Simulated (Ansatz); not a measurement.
`CN([SiH3])[SiH3]` + `[CH3]`• → `CN([SiH2])[SiH3]`• + CH₄ at 700 K and 1 bar (hydrogen abstraction from the Si–H bond).

Isolated molecules relaxed with PBE0-D4/def2-TZVP in Ansatz; ΔE leaves out vibrations. CCSD(T)/CBS adds triple-zeta CCSD(T) − MP2 to the extrapolated MP2 energy (def2 sets, frozen cores). This one scheme is used for every species. No spin–orbit coupling; open shells (•) take unrestricted orbitals.

| species | CCSD(T)/CBS energy (Eh) | H − E (kJ/mol) | S (J/(mol·K)) |
| --- | --- | --- | --- |
| `CN([SiH3])[SiH3]` | -676.35037 | 336.0 | 489.3 |
| `[CH3]`• | -39.78218 | 106.9 | 232.5 |
| `CN([SiH2])[SiH3]`• | -675.69707 | 306.8 | 483.3 |
| CH₄ | -40.46206 | 145.9 | 224.0 |

H − E and S are ideal-gas, rigid-rotor, harmonic terms from PBE0-D4/def2-TZVP, for one conformer and one mirror image of each species, with the whole ground term of open shells counted as degenerate. 1 Eh = 2625.50 kJ/mol, R = 8.31446 J/(mol·K).

By hand: ΔE, ΔH, ΔS and ΔG.

ΔE = (-675.69707) + (-40.46206) − (-676.35037) − (-39.78218) = -0.02658 Eh = -69.8 kJ/mol. Δ(H − E) = 306.8 + 145.9 − 336.0 − 106.9 = 9.8, so ΔH = -60.0 kJ/mol. ΔS = 483.3 + 224.0 − 489.3 − 232.5 = -14.5 J/(mol·K). ΔG = -60.0 − 700 × (-14.5)/1000 = -49.9 kJ/mol.

By hand: the equilibrium constant, and the temperature at which ΔG would vanish if ΔH and ΔS stayed fixed.

log₁₀ K = −ΔG/(RT ln 10) = 3.7. ΔG = 0 at ΔH/ΔS = 4138 K, far beyond where these terms or the molecules hold.

The number of gas molecules stays the same, so ΔS is small and ΔH decides. A doubt of 5 kJ/mol in ΔE shifts log₁₀ K by 0.4 here. Other conformers and mirror images would add mixing entropy, several J/(mol·K) or more a flexible species. These are equilibria of isolated gas molecules and say nothing of rates. Largest T1 diagnostic: 0.015 (customary marks: 0.02 for closed shells, 0.045 for open ones).
